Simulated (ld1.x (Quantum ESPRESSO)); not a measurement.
Pseudopotential generation for Mo: TM, PBE, scalar-relativistic.

Mo (Z = 42), norm-conserving Troullier–Martins (Kleinman–Bylander form), made with ld1.x (Quantum ESPRESSO) 7.5 (PBE, scalar-relativistic). Core [Ar] 3d10, reference 4s2 4p6 4d6 5s0 5p0. Waves: 4p (bound): rc 1.90 bohr; 4d (bound): rc 1.55 bohr; 4s (bound): rc 1.60 bohr. Local part: the s channel. Core correction: Bessel-smoothed model core inside 1.40 bohr.

All-electron outer shells of the reference configuration (PBE, scalar-relativistic, ld1.x):

| shell | level (eV) | outermost node (bohr) | outermost maximum (bohr) |
| --- | --- | --- | --- |
| 3p | -377.01 | 0.17 | 0.38 |
| 3d | -218.73 | – | 0.32 |
| 4s | -62.21 | 0.51 | 0.99 |
| 4p | -36.45 | 0.52 | 1.08 |
| 5s | -3.45 | 1.35 | 3.04 |
| 4d | -2.31 | 0.53 | 1.40 |
| 5p | -0.76 | 1.56 | 4.48 |

Problem. Estimate the cutoffs (Ry, on a coarse ladder) from which the occupation-weighted sum of valence levels, in a spherical-Bessel basis at the reference potential, stays within 10 and 1 mRy of its value at 400 Ry.

Solution. 55 Ry and 80 Ry.

Problem. What does a ghost test show?

Solution. No extra level below or beside the all-electron valence levels (p, d, s, f tested).

Problem. Tests: 4s2 4p6 4d5 5s1 5p0; 4s2 4p6 4d5 5s0 5p0; 4s2 4p6 4d4 5s0 5p0; 4s2 4p6 4d4 5s1 5p0; 4s1 4p6 4d5 5s1 5p0; 4s2 4p6 4d5.5 5s0.5 5p0; 4s2 4p6 4d3 5s0 5p0. Which has the largest error in its energy relative to the reference configuration, and how large is it?

Solution. 4s1 4p6 4d5 5s1 5p0, with +986 meV (all-electron minus pseudo) on +69.44 eV.
